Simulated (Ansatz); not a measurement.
`NC[SiH2]Cl` + `N[Si](Cl)(Cl)Cl` → `Cl[SiH2]N[Si](Cl)(Cl)Cl` + CH₃NH₂  (ligand exchange at the Si–C bond)

Isolated molecules relaxed with PBE0-D4/def2-TZVP in Ansatz; ΔE leaves out vibrations. CCSD(T)/CBS is the MP2 limit (def2-TZVPP, def2-QZVPP) plus CCSD(T) − MP2 in def2-TZVPP, frozen cores. DFT in def2-TZVPP. B3LYP here is the variant with VWN-RPA as its local correlation; programs differ in this. One conformer a species, not always the lowest.

`NC[SiH2]Cl`:

Z-matrix (Å, degrees):
```
C
Si 1 1.871
N 1 1.455 2 110.5
H 1 1.098 2 105.9 3 -118.1
H 1 1.102 2 109.0 3 127.8
Cl 2 2.066 1 108.2 3 -57.9
H 2 1.481 1 112.0 3 60.2
H 2 1.484 1 110.8 3 -175.6
H 3 1.012 1 111.3 2 180.0
H 3 1.012 1 110.8 2 60.6
```

`N[Si](Cl)(Cl)Cl`:

Cartesian coordinates in Å:
```
N -0.535 -0.860 -0.485
Si 0.308 0.437 0.178
Cl -0.231 0.952 2.080
Cl 2.280 -0.047 0.235
Cl -0.014 2.069 -0.988
H -1.479 -0.746 -0.815
H -0.329 -1.805 -0.205
```

`Cl[SiH2]N[Si](Cl)(Cl)Cl`:

Cartesian coordinates in Å:
```
Cl 1.169 2.617 -0.053
Si 1.474 0.599 0.165
N 0.029 -0.237 0.603
Si -1.332 -0.646 -0.326
Cl -3.009 0.259 0.381
Cl -0.989 -0.058 -2.235
Cl -1.679 -2.649 -0.289
H 2.427 0.411 1.279
H 1.987 0.096 -1.122
H -0.079 -0.392 1.598
```

CH₃NH₂:

```xyz
7

C    -0.095    0.286   -0.482
N     0.421   -0.540    0.597
H    -1.058    0.778   -0.279
H    -0.215   -0.324   -1.379
H     0.633    1.065   -0.721
H    -0.235   -1.275    0.828
H     0.549    0.010    1.437
```

```csv
level,ΔE (kcal/mol),difference from CCSD(T)/CBS
PBE-D4,-15.2,2.1
r2SCAN-D4,-16.5,0.8
PBE0-D4,-16.0,1.3
B3LYP-D4,-17.5,-0.2
ωB97X-V,-16.4,0.9
ωB97M-V,-16.5,0.8
B2PLYP,-16.8,0.5
PBE,-14.1,3.2
r2SCAN,-16.0,1.3
PBE0,-14.8,2.5
B3LYP,-15.6,1.7
HF/def2-TZVPP,-17.8,-0.5
MP2/def2-TZVPP,-18.0,-0.7
SCS-MP2/def2-TZVPP,-18.1,-0.8
CCSD/def2-TZVPP,-17.3,0.0
CCSD(T)/def2-TZVPP,-17.4,-0.1
HF/def2-QZVPP,-18.0,-0.7
MP2/def2-QZVPP,-18.0,-0.7
SCS-MP2/def2-QZVPP,-18.1,-0.8
HF/CBS(def2),-18.0,-0.7
MP2/CBS(def2),-17.9,-0.6
CCSD/CBS(def2),-17.2,0.1
CCSD(T)/CBS,-17.3,0
```

Largest T1 diagnostic among the species: 0.009.

From PBE to PBE0 (25 % exact exchange), in def2-TZVPP and without D4, ΔE moves by −0.7 kcal/mol. The D4 term adds −1.8 kcal/mol with B3LYP and −1.2 kcal/mol with PBE0; it sums over pairs of atoms, weighted by their polarisabilities, and B3LYP, whose exchange is more repulsive, gets the larger term.
